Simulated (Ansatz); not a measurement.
Job for Ansatz (a quantum-chemistry and plane-wave program): R-B3LYP/def2-TZVPP on CH8GeSi (SMILES C[SiH2][GeH3]), a point of a torsion scan.

Ansatz 0.2 input:
```yaml
crystal:
  periodic: [false, false, false]
  atoms:
    - {symbol: C, position_ang: [-1.58983400, 0.69794002, -0.11638501]}
    - {symbol: Si, position_ang: [-0.35688111, -0.74081692, 0.07403060]}
    - {symbol: Ge, position_ang: [-0.38044670, -2.06968239, -1.85277013]}
    - {symbol: H, position_ang: [-2.35466777, 0.66946505, 0.65385100]}
    - {symbol: H, position_ang: [-1.09153821, 1.65983672, -0.04240771]}
    - {symbol: H, position_ang: [-2.09330597, 0.66267062, -1.07975173]}
    - {symbol: H, position_ang: [0.99412330, -0.21335422, 0.30001731]}
    - {symbol: H, position_ang: [-0.71388856, -1.55215370, 1.24399636]}
    - {symbol: H, position_ang: [-1.72735637, -2.59782308, -2.25719998]}
    - {symbol: H, position_ang: [0.09227544, -1.39868382, -3.11062875]}
    - {symbol: H, position_ang: [0.46184307, -3.31000941, -1.80158144]}
basis:
  gaussian:
    orbitals: def2-TZVPP
hamiltonian:
  xc: {name: B3LYP}
scf: {lower_state_search: off}
```

The head of its log:

```
WARN ansatz: RAYON_NUM_THREADS=1 ignored (pool sized by the plan → 1); use --threads N
Functional definition: B3LYP
these checks for a lower state are left out or cut short: stability, starts, cluster_reference, orbital_swaps, neighbouring_geometries, increment
integrals: 0.16 GiB planned
1332 factors; their error is unknown
mean field: 1.34 GiB planned
mean field evaluation 1: about -65559.4864 eV, gradient 5.5e1 eV
mean field evaluation 2: about -65555.3137 eV, gradient 6.4e1 eV
```

Problem. Predict the final total energy.

Solution. -2409.5125 hartree.
